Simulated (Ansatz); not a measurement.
Computed with frozen-core CCSD(T)/cc-pVTZ // TPSSh-D3(BJ)/def2-TZVP (Ansatz, a first-principles code).

Ansatz 0.2 input:
```yaml
crystal:
  periodic: [false, false, false]
  atoms:
    - { symbol: N, position_ang: [-0.886983, -0.023249, -0.493144] }
    - { symbol: C, position_ang: [0.201578, -0.191195, 0.183293] }
    - { symbol: O, position_ang: [1.111412, 0.72379, 0.146242] }
    - { symbol: H, position_ang: [-1.615862, -0.726984, -0.480544] }
    - { symbol: H, position_ang: [-1.036471, 0.814008, -1.050695] }
    - { symbol: H, position_ang: [0.333996, -1.096756, 0.770792] }
    - { symbol: H, position_ang: [1.895085, 0.513594, 0.684846] }
basis:
  gaussian: { orbitals: cc-pVTZ }
correlation:
  method: ccsd_t
total_charge: 1
```

Output:

```
Functional definition: HF
847 factors; integrals over basis functions are off by at most 8.7e-4 eV
mean field evaluation 1: about -4603.2338 eV, gradient 5.3e1 eV
mean field evaluation 2: about -4603.2368 eV, gradient 5.3e1 eV
mean field evaluation 4: about -4608.0122 eV, gradient 3.5e0 eV
mean field evaluation 8: about -4608.0461 eV, gradient 2.3e-4 eV
mean field evaluation 16: about -4608.0424 eV, gradient 2.5e-1 eV
mean field -4608.04606907 eV, -169.3425695926 hartree, gradient 2.4e-6 eV, S^2 0.000000; 0 other end points of the search recorded, 0 dependent functions left out
3 core orbitals not correlated
reference -4608.04606907 eV, -169.3425695926 hartree; 9, 9 occupied and 134, 134 virtual orbitals, 847 factors
second order -16.13570897 eV of doubles, -0.00000000 eV of singles
cycle   1  -16.12645371 eV  change    9.3e-3 eV  update   8.6e-2
cycle   2  -16.50245087 eV  change   -3.8e-1 eV  update   2.6e-2
cycle   3  -16.60146103 eV  change   -9.9e-2 eV  update   1.5e-2
cycle   4  -16.58704299 eV  change    1.4e-2 eV  update   4.1e-3
cycle   5  -16.58527995 eV  change    1.8e-3 eV  update   1.7e-3
cycle   6  -16.58585163 eV  change   -5.7e-4 eV  update   4.8e-4
cycle   7  -16.58539828 eV  change    4.5e-4 eV  update   1.2e-4
cycle   8  -16.58535020 eV  change    4.8e-5 eV  update   3.7e-5
cycle   9  -16.58535164 eV  change   -1.4e-6 eV  update   1.2e-5
perturbative correction -0.65522989 eV, -0.0240792542 hartree
Total energy: -4625.28665060 eV, -169.9761492776 hartree
```

Cost: around 15 core-seconds (rough).
